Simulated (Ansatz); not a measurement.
Isolated molecules relaxed with PBE0-D4/def2-TZVP in Ansatz; ΔE leaves out vibrations. CBS: MP2 limit from def2 TZ/QZ plus the TZ coupled-cluster correction, frozen cores. This one scheme is used for every species. DFT in def2-TZVPP. B3LYP here is the variant with VWN-RPA as its local correlation; programs differ in this. For Ga, Se outer-core shells are correlated without core-valence functions, which leaves a few kJ/mol of doubt a bond. Scalar relativity is left out up to krypton. One conformer a species, not always the lowest.

Reaction (hydrogenolysis of a Ga–Si bond): `[OH][GaH][SiH2][SeH]` + H₂ → `[OH][GaH2]` + `[SiH3][SeH]`

`[OH][GaH][SiH2][SeH]`:

Cartesian coordinates in Å:
```
O -0.055 -2.535 0.365
Ga 0.452 -0.845 0.671
Si -0.019 0.704 -1.096
Se -1.396 2.304 -0.187
H 0.083 -3.126 1.109
H 1.065 -0.525 2.084
H -0.835 0.119 -2.190
H 1.195 1.326 -1.692
H -0.489 2.578 0.936
```

H₂:

Cartesian coordinates in Å:
```
H 0.290 0.007 -0.235
H -0.290 -0.007 0.235
```

`[OH][GaH2]`:

```xyz
5

O    -0.824   -0.391    0.891
Ga    0.252   -0.024   -0.488
H    -0.733    0.212    1.631
H     1.206    1.209   -0.350
H     0.098   -1.006   -1.685
```

`[SiH3][SeH]`:

Z-matrix (Å, degrees):
```
Si
Se 1 2.279
H 1 1.484 2 111.4
H 1 1.484 2 111.5 3 -122.1
H 1 1.483 2 104.9 3 119.0
H 2 1.469 1 93.0 3 60.4
```

| level | ΔE (kcal/mol) |
| --- | --- |
| CAM-B3LYP-D4 | -1.4 |
| B3LYP | -1.6 |
| MP2/def2-TZVPP | 0.5 |
| SCS-MP2/def2-TZVPP | -1.2 |

**Question.** What does CCSD(T)/CBS give? (An estimate is asked.)

**Answer.** Ansatz gave: +1.0 kcal/mol. The listed levels differ from it by -2.4, -2.6, -0.5, -2.2 kcal/mol.

**Question.** What do rigid-rotor, harmonic-oscillator terms from PBE0-D4/def2-TZVP frequencies (298.15 K, 1 bar) make of the CCSD(T)/CBS value? (An estimate is asked.)

**Answer.** Computed: ΔZPE = +2.2 kcal/mol, ΔH = +1.6 kcal/mol, ΔS = 25 J/(mol·K), ΔG = -0.2 kcal/mol. Modes under 50 cm⁻¹ make the entropy rough.

Largest T1 diagnostic among the species: 0.015.

Leaving LDA and LC-ωPBE aside and taking each functional with its dispersion term where it has one, the values, not all of them listed here, spread over 5.5 kcal/mol, from CAM-B3LYP-D4 to revPBE-D4. From BLYP to BHLYP (50 % exact exchange), in def2-TZVPP and without D4, ΔE moves by −2.9 kcal/mol. In def2-TZVPP, CCSD(T) changes the Hartree–Fock value by +7.2 kcal/mol (the triples alone add +1.3 kcal/mol) and MP2 by +7.7 kcal/mol.

CCSD(T)/CBS has its own doubt, a few kJ/mol and more with outer-core shells, so smaller differences from it don't rank the levels.
